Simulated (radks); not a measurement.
Valence configurations of neutral iron (all share [Ar]). Calculated with a radial shooting solver on a logarithmic mesh with Libxc functionals: scalar-relativistic Kohn-Sham, PBEsol, spin-polarised, spherical densities, finite nucleus; open shells are filled with parallel spins first; Fermi nuclear charge, rms radius 3.7377 fm. Energies are relative to 3d6 4s2; eigenvalues in eV for spin up.

valence          E (eV)  moment (Bohr magnetons)    e(3d)   e(4p)    e(4s)
3d6 4s2           0.000                        4   -8.918       -   -5.655
3d6 4s1 4p1       2.693                        6  -10.291  -2.508   -7.001
3d4 4s2 4p2      21.265                        6  -23.003  -4.326  -10.154
3d8               3.387                        2   -2.469       -        -
3d7 4s1           0.458                        4   -4.787       -   -4.805
3d6.5 4s1.5       0.046                        4   -6.699       -   -5.217
3d5.5 4s2 4p0.5   2.325                        5  -12.267  -2.269   -6.912
3d6 4p2           7.256                        6  -11.712  -3.174        -
3d5.5 4s1.5 4p1   3.840                        6  -12.932  -2.780   -7.546
3d6 4s1.5 4p0.5   1.535                        5   -9.690  -2.071   -6.420

NIST lists [Ar] 3d6 4s2 as the ground configuration; this level of theory agrees among the configurations tried. The energies are those of spherical high-spin densities, not of single terms.
